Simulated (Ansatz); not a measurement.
ClSe (SMILES Cl[Se]), doublet, geometry from GFN2-xTB (the spin is typed, not shown lowest). Base run: B3LYP/def2-SVP run with Ansatz (a first-principles code).

Input for Ansatz:
Ansatz 0.2 input:
```yaml
crystal:
  periodic: [false, false, false]
  atoms:
    - {symbol: Se, position_ang: [-0.00000000, -0.00000000, -0.70350273]}
    - {symbol: Cl, position_ang: [0.00000000, 0.00000000, 1.40700545]}
basis:
  gaussian:
    orbitals: def2-SVP
hamiltonian:
  xc: b3lyp
magnetization: {spin_polarized: true, initial_magnetization: 1}
```

The bond that is stretched is that between atoms 1 and 2. A test that says stable can miss a lower solution.

Each row names what was changed in the base input (with any setting that the change needs).

```json
[
 {"change": "base", "ΔE vs base (eV)": "0.00", "<S^2>": "0.752", "stability test says": "minimum"},
 {"change": "spin_polarized = on; lower_state_search = off", "ΔE vs base (eV)": "0.00", "<S^2>": "0.752", "stability test says": "undecided (no full test)"},
 {"change": "spin_polarized = on; lower_state_search = standard", "ΔE vs base (eV)": "0.00", "<S^2>": "0.752", "stability test says": "minimum"},
 {"change": "bond × 1.25", "ΔE vs base (eV)": "0.90", "<S^2>": "0.759", "stability test says": "minimum"},
 {"change": "spin_polarized = on; lower_state_search = off; bond × 1.25", "ΔE vs base (eV)": "0.90", "<S^2>": "0.759", "stability test says": "undecided (no full test)"},
 {"change": "spin_polarized = on; lower_state_search = standard; bond × 1.25", "ΔE vs base (eV)": "0.90", "<S^2>": "0.759", "stability test says": "minimum"},
 {"change": "bond × 1.5", "ΔE vs base (eV)": "2.03", "<S^2>": "1.483", "stability test says": "minimum"},
 {"change": "spin_polarized = on; lower_state_search = off; bond × 1.5", "ΔE vs base (eV)": "2.03", "<S^2>": "1.483", "stability test says": "undecided (no full test)"},
 {"change": "spin_polarized = on; lower_state_search = standard; bond × 1.5", "ΔE vs base (eV)": "2.03", "<S^2>": "1.483", "stability test says": "minimum"},
 {"change": "bond × 1.8", "ΔE vs base (eV)": "2.43", "<S^2>": "1.753", "stability test says": "minimum"},
 {"change": "spin_polarized = on; lower_state_search = off; bond × 1.8", "ΔE vs base (eV)": "2.43", "<S^2>": "1.753", "stability test says": "undecided (no full test)"},
 {"change": "spin_polarized = on; lower_state_search = standard; bond × 1.8", "ΔE vs base (eV)": "2.43", "<S^2>": "1.753", "stability test says": "minimum"},
 {"change": "bond × 2.2", "ΔE vs base (eV)": "2.58", "<S^2>": "1.753", "stability test says": "minimum"},
 {"change": "spin_polarized = on; lower_state_search = off; bond × 2.2", "ΔE vs base (eV)": "2.61", "<S^2>": "1.744", "stability test says": "undecided (no full test)"},
 {"change": "spin_polarized = on; lower_state_search = standard; bond × 2.2", "ΔE vs base (eV)": "2.58", "<S^2>": "1.753", "stability test says": "minimum"},
 {"change": "bond × 3.0", "ΔE vs base (eV)": "2.61", "<S^2>": "1.753", "stability test says": "minimum"},
 {"change": "spin_polarized = on; lower_state_search = off; bond × 3.0", "ΔE vs base (eV)": "2.61", "<S^2>": "1.753", "stability test says": "undecided (no full test)"},
 {"change": "spin_polarized = on; lower_state_search = standard; bond × 3.0", "ΔE vs base (eV)": "2.61", "<S^2>": "1.753", "stability test says": "minimum"}
]
```

On stretching, the SCF can end on different states; <S^2> shows the spin contamination of each.
